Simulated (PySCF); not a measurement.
# Vertical excitation energies

Species: C₄H₂O₅.
Numbering: `[O:1]=[CH:2][O:3][c:4]1[cH:5][o:6][c:7](=[O:8])[o:9]1` (hydrogens: H10 on C2; H11 on C5)

Theory: PySCF, TDDFT CAM-B3LYP/def2-SVPD, vertical, gas phase, core orbitals frozen in the response. Geometry: GFN2-xTB, one conformer, isolated molecule.

| state | E (eV) | λ (nm) | f | main configurations (H = HOMO, L = LUMO) |
| --- | --- | --- | --- | --- |
| S1 | 5.61 | 220.9 | 0.044 | H→L (44%), H-2→L (42%) |
| S2 | 6.06 | 204.7 | 0.099 | H→L (53%), H-2→L (34%) |
| S3 | 6.59 | 188.0 | 0.033 | H→L+1 (82%), H→L+3 (11%) |
| S4 | 7.04 | 176.1 | 0.131 | H→L+2 (53%), H→L+4 (34%) |
| S5 | 7.07 | 175.3 | 0.101 | H→L+4 (55%), H→L+2 (37%) |
| S6 | 7.16 | 173.2 | 0.0063 | H-1→L+4 (78%), H-2→L+4 (10%) |
| S7 | 7.35 | 168.8 | 0.0015 | H→L+3 (36%), H→L+5 (23%), H→L+6 (18%) |
| S8 | 7.68 | 161.4 | 0.0003 | H→L+5 (55%), H→L+6 (35%) |

Triplets (Tamm–Dancoff): T1 4.06 eV, H→L (46%), H→L+2 (37%); T2 5.16 eV, H-2→L (68%), H-1→L (12%); T3 5.70 eV, H→L+4 (78%).

The lowest singlet comes at 221 nm (541 kJ/mol) in the ultraviolet; it is of moderate strength; its leading configuration is HOMO→LUMO (44%). The strongest level in the table is S4 at 7.04 eV (176 nm, f = 0.131). Löwdin shares by element: HOMO carbon 47% or more, oxygen 27% or more (atoms not listed hold the other 26%); LUMO carbon 42% or more, oxygen 38% or more (atoms not listed hold the other 20%). Weighted by f, the mean energy of these states is 6.63 eV. Orbital energies (eV): HOMO-3 -12.11, HOMO-2 -11.02, HOMO-1 -10.88, HOMO -8.85, LUMO -0.18, LUMO+1 0.81, LUMO+2 1.18. Of the 8 states listed, 5 reach f = 0.01 and 1 stays under 0.0005. The window holds the lowest 8 singlets.
